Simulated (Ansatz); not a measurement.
Ge₄F₈. Total charge 0; quintet. Geometry PBE-D4/def2-SVP; atoms count from 1.

```xyz
12

Ge    2.1892    0.6633    0.3948
Ge   -1.9025    1.4582    1.1176
Ge    0.7666   -1.4986    1.1677
Ge   -0.4806    0.2519   -2.0920
F    -0.4685    2.4993    1.0997
F     1.9223   -2.6539    0.4428
F     1.0125    1.2034   -1.1763
F    -1.7065    1.0870   -0.9416
F    -0.1389   -1.1976   -1.0708
F    -0.9423   -0.1522    1.4400
F     1.4539   -1.1989    2.7874
F    -1.7053   -0.4619   -3.1694
```

At PBE0-D4/def2-SVP a singlet of charge 0 lies 5.14 eV below the quintet, each at its own geometry. The structure comes from a short search, and lower isomers may exist.

**Question.** Estimate the Mulliken populations from the PBE0/def2-SVP orbitals of Ansatz.

**Answer.** 
```json
{"atom": "Ge1", "charge (e)": "0.21", "spin (α − β)": "1.59"}
{"atom": "Ge2", "charge (e)": "0.89", "spin (α − β)": "0.03"}
{"atom": "Ge3", "charge (e)": "0.90", "spin (α − β)": "0.98"}
{"atom": "Ge4", "charge (e)": "1.13", "spin (α − β)": "0.66"}
{"atom": "F5", "charge (e)": "-0.40", "spin (α − β)": "0.01"}
{"atom": "F6", "charge (e)": "-0.36", "spin (α − β)": "0.18"}
{"atom": "F7", "charge (e)": "-0.40", "spin (α − β)": "0.10"}
{"atom": "F8", "charge (e)": "-0.42", "spin (α − β)": "0.03"}
{"atom": "F9", "charge (e)": "-0.40", "spin (α − β)": "0.06"}
{"atom": "F10", "charge (e)": "-0.43", "spin (α − β)": "0.07"}
{"atom": "F11", "charge (e)": "-0.37", "spin (α − β)": "0.14"}
{"atom": "F12", "charge (e)": "-0.35", "spin (α − β)": "0.15"}
```
Mulliken values depend strongly on the basis.

**Question.** Where does the spin sit?

**Answer.** Summed by element: Ge 3.26, F 0.74, of 4 unpaired in all. Largest on single atoms: Ge1 1.59, Ge3 0.98, Ge4 0.66.

**Question.** And the Mayer bond orders between heavy atoms (over 0.3)?

**Answer.** Ge1–Ge3 0.68 (2.70 Å); Ge1–F7 0.41 (2.04 Å); Ge2–F5 0.93 (1.77 Å); Ge2–F8 0.32 (2.10 Å); Ge2–F10 0.57 (1.90 Å); Ge3–F6 0.92 (1.79 Å); Ge3–F11 0.89 (1.78 Å); Ge4–F7 0.50 (1.99 Å); Ge4–F8 0.58 (1.88 Å); Ge4–F9 0.74 (1.81 Å); Ge4–F12 0.98 (1.78 Å).
